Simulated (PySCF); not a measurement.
H₃O₃V, SMILES [OH][V]([OH])[OH] (connectivity only; charge and spin as stated), neutral, multiplicity 3.

The structure is a stationary point at B3LYP-D3(BJ)/def2-SVP. A frequency run showed that this geometry is not a minimum. The spin state was assumed, not searched. One conformer was computed; it need not be the lowest.

All values below come from PySCF 2.14.0 with TDA-PBE/def2-SVPD.

Vertical excitations. Gas-phase values at a fixed geometry.

```json
[
 {"state": "root 1", "energy (eV)": "0.74", "λ (nm)": "1681", "f": "0.000", "main pairs": "α HOMO→LUMO 97 %"},
 {"state": "root 2", "energy (eV)": "1.11", "λ (nm)": "1113", "f": "0.000", "main pairs": "α HOMO−1→LUMO 98 %"},
 {"state": "root 3", "energy (eV)": "1.76", "λ (nm)": "705", "f": "0.001", "main pairs": "α HOMO→LUMO+1 99 %"},
 {"state": "root 4", "energy (eV)": "2.00", "λ (nm)": "619", "f": "0.000", "main pairs": "α HOMO→LUMO+2 98 %"},
 {"state": "root 5", "energy (eV)": "2.44", "λ (nm)": "508", "f": "0.002", "main pairs": "α HOMO−1→LUMO+1 99 %"},
 {"state": "root 6", "energy (eV)": "2.72", "λ (nm)": "457", "f": "0.001", "main pairs": "α HOMO−1→LUMO+2 97 %"},
 {"state": "root 7", "energy (eV)": "2.99", "λ (nm)": "415", "f": "0.002", "main pairs": "α HOMO→LUMO+3 100 %"},
 {"state": "root 8", "energy (eV)": "3.70", "λ (nm)": "335", "f": "0.001", "main pairs": "α HOMO−1→LUMO+3 96 %"},
 {"state": "root 9", "energy (eV)": "3.78", "λ (nm)": "328", "f": "0.001", "main pairs": "α HOMO−2→LUMO 98 %"},
 {"state": "root 10", "energy (eV)": "3.91", "λ (nm)": "317", "f": "0.001", "main pairs": "α HOMO→LUMO+4 98 %"}
]
```
Unrestricted roots are not spin-pure.
